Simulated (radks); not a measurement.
Problem. Species: neutral neodymium. Configuration: [Xe] 4f4 6s1 7s1 (not the ground configuration). All-electron calculation, Dirac Kohn-Sham, PBE, spin-unpolarised, spherical densities, point nucleus; open shells are shared between the two j in proportion to 2j + 1. Program: a radial shooting solver on a logarithmic mesh with Libxc functionals. Some entries of the table are withheld. Estimate them.

| orbital | occ. | eigenvalue (eV) | <r> (bohr) | <1/r> (bohr^-1) |
|---|---|---|---|---|
| 1s1/2 | 2 | -43366.32 | 0.02363 | 66.06 |
| 2s1/2 | 2 | -7013.501 | 0.1005 | (1) |
| 2p1/2 | 2 | -6634.920 | 0.08422 | 15.61 |
| 2p3/2 | 4 | -6114.837 | 0.09063 | 14.03 |
| 3s1/2 | 2 | -1523.897 | 0.2659 | 5.665 |
| 3p1/2 | 2 | -1362.333 | 0.2556 | 5.578 |
| 3p3/2 | 4 | -1258.507 | 0.2681 | 5.182 |
| 3d3/2 | 4 | -977.3640 | 0.2394 | 5.051 |
| 3d5/2 | 6 | -954.9224 | 0.2433 | 4.951 |
| 4s1/2 | 2 | -305.4174 | 0.6073 | 2.352 |
| 4p1/2 | 2 | -244.4591 | 0.6238 | 2.247 |
| 4p3/2 | 4 | -221.9534 | 0.6520 | 2.115 |
| 4d3/2 | 4 | -121.8331 | 0.7014 | 1.894 |
| 4d5/2 | 6 | -117.8576 | 0.7115 | 1.861 |
| 5s1/2 | 2 | -43.4393 | 1.474 | 0.9013 |
| 5p1/2 | 2 | -27.2231 | 1.664 | 0.7900 |
| 5p3/2 | 4 | -24.1978 | 1.754 | 0.7432 |
| 6s1/2 | 1 | -5.4151 | 4.105 | 0.3080 |
| 4f5/2 | 1.71429 | -4.9471 | (2) | 1.255 |
| 4f7/2 | 2.28571 | -4.5423 | (3) | 1.239 |
| 7s1/2 | 1 | -1.2448 | 10.44 | 0.1183 |

Solution. 
(1) 2s1/2 <1/r> (bohr^-1): 15.64
(2) 4f5/2 <r> (bohr): 1.098
(3) 4f7/2 <r> (bohr): 1.119
